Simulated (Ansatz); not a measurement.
Geometry optimisation, Ansatz 0.2.0, RKS B3LYP/def2-SVP.

Input file:

```yaml
crystal:
  periodic: [false, false, false]
  atoms:
    - { symbol: Ge, position_ang: [0.0, 0.0, 0.0] }
    - { symbol: Cl, position_ang: [0.0, 0.0, 2.57] }
    - { symbol: H, position_ang: [1.4616, 0.0, -0.5162] }
    - { symbol: O, position_ang: [-0.8337, 1.4443, -0.5894] }
    - { symbol: H, position_ang: [-1.7915, 1.2136, -0.8118] }
    - { symbol: H, position_ang: [-0.73, -1.2648, -0.5162] }
    - { symbol: S, position_ang: [0.9559, 2.2231, 0.8041] }
    - { symbol: H, position_ang: [2.0524, 1.9848, 1.6413] }
    - { symbol: H, position_ang: [0.5753, 1.3378, 2.0643] }
basis:
  gaussian: { orbitals: def2-SVP }
hamiltonian:
  xc: b3lyp
relax:
  f_tol: 0.15
  max_steps: 25
  restrain:
    - { distance: [0, 6], at: 2.25, k: 30.0 }
    - { distance: [8, 1], at: 1.37, k: 30.0 }
    - { distance: [0, 1], at: 3.42, k: 30.0 }
    - { distance: [8, 6], at: 2.6, k: 30.0 }
```

Launched with:

```bash
$ ansatz run input.yaml --threads 2 --pin off --max-ram 3072MiB --backend cpu --events-out ev --progress --plain --runs-dir out
```

Where does it end, and by what steps?

The forces met the threshold. The restraints hold the end off the free minimum. After 19 steps the energy has fallen by 2.590 eV (the restraints' own energy left out); H6 moved furthest, 1.88 Å.

```csv
step,energy less start (eV),largest force component (eV/Å),accepted
0,0.0000,3.441,yes
1,0.2899,3.185,yes
2,0.3985,3.428,yes
3,-0.0886,3.065,yes
4,-0.9582,2.108,yes
5,-1.4488,1.518,yes
6,-1.8240,1.175,yes
7,-2.0922,1.111,yes
8,-2.2400,1.058,yes
9,-2.3101,1.016,yes
10,-2.3553,0.998,yes
11,-2.3945,1.135,yes
12,-2.4330,1.091,yes
13,-2.4835,0.902,yes
14,-2.4958,0.875,yes
15,-2.5141,1.213,yes
16,-2.5565,1.012,yes
17,-2.5843,0.922,yes
18,-2.5682,1.052,no
19,-2.5900,0.894,yes
```

```xyz
9
Properties=species:S:1:pos:R:3
Ge -0.115 0.522 -0.008
Cl 0.745 -0.866 3.006
H 1.044 -0.465 -0.144
O -0.477 0.967 -1.702
H -1.270 1.512 -1.786
H -1.378 0.013 0.705
S 0.518 2.354 1.148
H 1.734 2.446 0.552
H 0.890 0.457 2.875
```

Time of the run: 26 s on 2 threads of AMD EPYC 9R45 96-Core Processor (Zen 5), with other jobs on the host, peak memory 0.28 GiB.
